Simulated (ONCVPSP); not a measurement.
## PBE ONCV dataset for selenium, scalar-relativistic all-electron reference.

* Element: selenium
* Generator: ONCVPSP 4.0.1
* Type: optimised norm-conserving Vanderbilt (ONCV)
* Functional: PBE
* Relativity: scalar-relativistic
* Frozen core: [Ne]
* Valence charge: 24
* Reference configuration: 3s2 3p6 3d10 4s1 4p5
* Partial waves: 3s+4s: rc 0.80 bohr, ncon 5, nbas 8, qcut 12.8 1/bohr, 2 projectors; 3p+4p: rc 1.15 bohr, ncon 3, nbas 7, qcut 12.8 1/bohr, 2 projectors; 3d: rc 0.80 bohr, ncon 4, nbas 8, qcut 18.5 1/bohr, local
* Local potential: the d channel
* Core correction: none

Poles of the logarithmic derivatives, all-electron (AE) and pseudo (PS). s: poles at -4.5 (AE) and -4.5 (PS) Ha. p: poles at -5.3 (AE) and -5.3 (PS) Ha. d: poles at 0.9 (AE) and 1.1 (PS) Ha. Test radii: s 0.81, p 1.17, d 0.81 bohr.

* Cutoffs needed: 168 Ha and 257 Ha (the cutoffs (Ha) at which the residual kinetic energy of the hardest occupied pseudo-wave falls to 1 and 0.1 mHa per electron)
* Ghost test: ghosts flagged at negative energy: s at -298.1 eV; no localised positive-energy state flagged; a true bound ghost makes a file unfit for plane-wave use
* Largest excitation error: -171 meV (all-electron minus pseudo) for 3s1 3p6 3d10 4s2 4p4, out of 4 test configurations
